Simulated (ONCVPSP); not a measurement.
**Cutoff test, magnesium, ONCV**

- Element: magnesium
- Generator: ONCVPSP 4.0.1
- Type: optimised norm-conserving Vanderbilt (ONCV)
- Functional: PBEsol
- Relativity: scalar-relativistic
- Frozen core: [He]
- Valence charge: 10
- Reference configuration: 2s2 2p6 3s2
- Partial waves: 2s+3s: rc 1.00 bohr, ncon 4, nbas 8, qcut 12.7 1/bohr, 2 projectors; 2p: rc 0.70 bohr, ncon 4, nbas 9, qcut 24.6 1/bohr, 2 projectors, debl 2.6 Ha; d scattering state at 0.05 Ha: rc 0.95 bohr, ncon 4, nbas 9, qcut 9.8 1/bohr, 2 projectors, debl 0.8 Ha
- Local potential: polynomial inside 0.55 bohr (lpopt 3, dvloc0 2 Ha)
- Core correction: Teter function, fcfact 2.5, rcfact 1.65

For each optimised wave give the share of its norm inside rc, the residual kinetic energy above qcut (Ha) and the cutoffs (Ha) for errors of 10, 1, 0.1 and 0.01 mHa per electron.

```
         wave  norm inside rc  residual KE  10 mHa  1 mHa  0.1 mHa  0.01 mHa
           2s           0.850      3.6e-07    17.5   46.4     59.4      68.8
           3s           0.023      1.1e-07     9.3   17.4     48.0      61.3
           2p           0.596      2.8e-09   131.6  171.7    205.1     232.9
p projector 2           0.073      9.0e-10   103.2  148.6    187.0     220.1
d projector 1           0.000      1.1e-07     0.4    1.6      7.2      19.9
d projector 2           0.011      1.4e-05     8.4   21.9     37.2      50.1
```

The occupied waves need 172 Ha and 205 Ha for 1 and 0.1 mHa. Rows with under 1 % of the norm inside rc give no meaningful cutoff.
